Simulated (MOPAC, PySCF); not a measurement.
H₆BN₃, SMILES `NB(N)N`, neutral singlet in the gas phase. 

Cartesian coordinates (Å):
SMILES: NB(N)N
```xyz
10

N      1.2617    -0.6603    -0.1223
B      0.0000    -0.0001    -0.0007
N     -1.2119    -0.7513    -0.1019
N     -0.0502     1.4102     0.2210
H      1.3516    -1.6557    -0.2105
H      2.1390    -0.1936     0.0160
H     -1.2313    -1.7265    -0.3370
H     -2.1199    -0.3244    -0.1088
H      0.7686     1.9807     0.3231
H     -0.9075     1.9211     0.3211
```
Charge 0, multiplicity 1.

All levels are single points at this geometry (B3LYP-D3(BJ)/def2-TZVP); Pople sets use spherical d functions. Orbital energies aren't observables, and empty levels follow the basis.

| level | HOMO (eV) | LUMO (eV) | gap (eV) | dipole (D) | vertical IE, Delta-SCF (eV) |
|---|---|---|---|---|---|
| B3LYP-D3(BJ)/def2-TZVP in PySCF | -6.29 | 0.52 | 6.81 | 0.02 | – |
| M06-2X/def2-TZVP in PySCF | -8.04 | 1.39 | 9.42 | 0.02 | – |
| PBE-D3(BJ)/def2-TZVP in PySCF | -5.08 | 0.09 | 5.17 | 0.02 | – |
| B3LYP/6-31G* in PySCF | -5.69 | 2.15 | 7.85 | 0.03 | 8.36 |
| M06-2X/6-31G* in PySCF | -7.48 | 3.41 | 10.89 | 0.03 | – |
| PBE/6-31G* in PySCF | -4.43 | 1.56 | 5.99 | 0.03 | – |
| SVWN5/6-31G* in PySCF | -4.53 | 1.43 | 5.96 | 0.03 | – |
| HF/STO-3G in PySCF | -7.86 | 12.24 | 20.10 | 0.03 | – |
| PM6 in MOPAC | -8.68 | 2.48 | 11.16 | 0.03 | – |
